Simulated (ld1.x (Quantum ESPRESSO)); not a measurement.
# Transferability test, TM potential for silver

silver (Ag), norm-conserving Troullier–Martins (Kleinman–Bylander form), made with ld1.x (Quantum ESPRESSO) 7.5 (LDA (PZ), scalar-relativistic). Core [Kr], reference 4d10 5s0.75 5p0.25. Waves: 5s (bound): rc 2.25 bohr; 4d (bound): rc 1.25 bohr; 5p (bound): rc 3.85 bohr. Local part: the p channel. Core correction: Bessel-smoothed model core inside 0.75 bohr.

Energies are relative to the spin-unpolarised reference configuration 4d10 5s0.75 5p0.25; without spin polarisation the order of configurations can differ from experiment. Spin-polarised rows fill each open shell by Hund’s rule, majority spin first.

Task: Give the all-electron excitation energy and the error of the potential for: 4d10 5s1 5p0; 4d10 5s0 5p0; 4d9 5s0 5p0; 4d10 5s0.5 5p0; 4d9 5s2 5p0; 4d7 5s0 5p0; 4d10 5s0 5p1; 4d10 5s0.75 5p0.25 (spin-polarised); 4d10 5s1 5p0 (spin-polarised).

Result:

| valence configuration | charge | ΔE all-electron (eV) | error AE − PS (meV) |
| --- | --- | --- | --- |
| 4d10 5s1 5p0 | 0 | -0.973 | +0.4 |
| 4d10 5s0 5p0 | +1 | 7.129 | -11 |
| 4d9 5s0 5p0 | +2 | 29.512 | -224 |
| 4d10 5s0.5 5p0 | +0.5 | 2.212 | -0.3 |
| 4d9 5s2 5p0 | 0 | 2.987 | +13 |
| 4d7 5s0 5p0 | +4 | 117.873 | -2584 |
| 4d10 5s0 5p1 | 0 | 3.048 | -0.4 |
| 4d10 5s0.75 5p0.25 (spin-polarised) | 0 | -0.132 | -0.3 |
| 4d10 5s1 5p0 (spin-polarised) | 0 | -1.122 | +1.0 |

Levels in the configuration 4d10 5s0.5 5p0:

| level | all-electron (eV) | pseudo (eV) |
| --- | --- | --- |
| 4d | -11.628 | -11.594 |
| 5s | -8.069 | -8.070 |

These tests converged, but a pseudo level misses the all-electron one widely, so the file describes the atom poorly there or has found another state: 4d9 5s0 5p0: empty 5s by 2.1 eV (a node warning on the way).
